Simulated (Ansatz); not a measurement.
Species: InI, charge 0, singlet. InI (SMILES [In][I]).
B3LYP-D3(BJ)/def2-TZVP minimum from Ansatz (a first-principles code):
```xyz
2

In     0.0000     0.0000    -1.4569
I      0.0000     0.0000     1.3470
```
Charge 0, spin multiplicity 1.

Total energies in hartree (Ansatz). UHF or UKS for unpaired electrons; spin-orbit terms are left out. Cores are frozen in correlated methods (noble-gas shells, and filled d and f shells in the p block). Past Kr the def2 sets carry scalar-relativistic core potentials. For partners of very few electrons the exact lower level stands in for a higher one. Spin-orbit terms, left out, reach several kcal/mol for Br and I, and more for heavier atoms.

```tsv
species	HF/def2-TZVPP	CCSD(T)/def2-TZVPP	HF/def2-QZVPP	CCSD(T)/def2-QZVPP	CCSDT(Q)/def2-QZVPP
1: InI (SMILES [In][I])	-485.96501	-486.17410	-485.96672	-486.20004	-486.20125
2: In (doublet)	-189.21003	-189.25218	-189.21066	-189.25402	-189.25428
3: I (doublet)	-296.65857	-296.79430	-296.65973	-296.81374	-296.81455
```

### Question
Work out the atomisation energy (electronic, to ground-state atoms) in kJ/mol: take Hartree-Fock from def2-QZVPP, extrapolate the CCSD(T) correlation energy as X^-3 (X = 3, 4), and add CCSDT(Q) - CCSD(T) in def2-QZVPP. 1 hartree = 2625.5 kJ/mol.

### Answer

Species 1: correlation (64·(-0.23332) - 27·(-0.20909))/37 = -0.25100; step -0.00121; E1 = -485.96672 + (-0.25100) + (-0.00121) = -486.21893
Species 2: correlation (64·(-0.04336) - 27·(-0.04215))/37 = -0.04424; step -0.00026; E2 = -189.21066 + (-0.04424) + (-0.00026) = -189.25516
Species 3: correlation (64·(-0.15401) - 27·(-0.13573))/37 = -0.16735; step -0.00081; E3 = -296.65973 + (-0.16735) + (-0.00081) = -296.82789
-1·E1 +1·E2 +1·E3 = 0.13588 hartree = 356.8 kJ/mol.
